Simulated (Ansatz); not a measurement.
Basis-set extrapolation for C2H5FOSi, SMILES `FC1CO[SiH2]1` (PBE0-D4/def2-TZVP geometry, frozen core, Ansatz 0.2.0). Multiplicity 1, RHF reference.

```tsv
	def2-TZVPP	def2-QZVPP
HF	-541.992728	-542.013425
MP2 correlation	-0.931064	-1.005028
CCSD(T) correlation	-0.999827	not run
```

Energies in hartree. Use E(X) = E(∞) + A·exp(−7.88·√X) for Hartree–Fock and E(X) = E(∞) + B·X^(−2.97) for correlation, with X = 3 and 4, and add CCSD(T) minus MP2 of the smaller set to the MP2 limit.

Problem. What is the CCSD(T) energy at the basis-set limit?

Solution. HF limit: -542.013425 + (-0.020697) × 0.13774 = -542.01628. MP2 limit: -1.005028 + (-0.073964) × 0.74074 = -1.05982. Higher-order term: -0.999827 − (-0.931064) = -0.06876. Total: -543.14486 hartree, 95.6 kcal/mol below CCSD(T)/def2-TZVPP.
